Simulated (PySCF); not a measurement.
Work out the structure from these simulated measurements.

Formula: C3HF7O3S.

| Property | Result |
| --- | --- |
| Rotational structure | rotational constants A, B, C: 1.204, 0.468, 0.450 GHz [GFN2-xTB] |
| NMR, other nuclei | isotropic shieldings of nuclei other than C and H, by class: 114 (2 O), 142 (1 O), 264 (3 F), 296 (2 F), 311 (2 F), 212 (1 S) ppm [GIAO PBE0/pcSseg-1] |
| 13C NMR | chemical shifts (computed TMS as zero) by class: 127.2 (1 C), 123.4 (1 C), 115.8 (1 C) ppm [GIAO PBE0/pcSseg-1] |
| Dipole | 2.72 D [PBE0/pcSseg-1] |
| 1H NMR | chemical shifts (computed TMS as zero) by class: 5.41 (1 H) ppm [GIAO PBE0/pcSseg-1] |

The electronic properties come from PySCF, for the isolated species, density fitting. Levels stand in brackets. The structure is a single GFN2-xTB conformer in the gas phase; no vibrational or solvent corrections. Each NMR value is the plain mean over a class of atoms that symmetry, rotation or inversion makes alike.

Task: Propose a structure and show how it fits.

Result: Numbering: `[O:1]=[S:2](=[O:3])([OH:4])[C:5]([F:6])([F:7])[C:8]([F:9])([F:10])[C:11]([F:12])([F:13])[F:14]`. 3 carbons fall into 3 classes; from least to most shielded: CF3 carbon [C11] (127.2 ppm), CF2 carbon [C5] (123.4 ppm), CF2 carbon [C8] (115.8 ppm). The one hydrogen (5.41 ppm): hydroxyl hydrogen. The other shieldings belong to: 114 ppm, sulfonyl oxygen [O1/O3]; 142 ppm, hydroxyl oxygen [O4]; 264 ppm, fluorine of a CF3 group [F12/F13/F14]; 296 ppm, fluorine of a CF2 group [F6/F7]; 311 ppm, fluorine of a CF2 group [F9/F10]; 212 ppm, sulfonyl sulfur [S2]. The optimised geometry has point group C1 and is an asymmetric top. Structure: `O=S(=O)(O)C(F)(F)C(F)(F)C(F)(F)F`. The assignments are read from this structure; whether some other isomer fits the data as well wasn't checked.

Shape of the structure used: `[O:1]=[S:2](=[O:3])([OH:4])[C:5]([F:6])([F:7])[C:8]([F:9])([F:10])[C:11]([F:12])([F:13])[F:14]`: O1–S2–C5–F6 -71°, S2–C5–C8–F9 42°, C5–C8–C11–F12 -71°, H–O4–S2–O1 -148°.
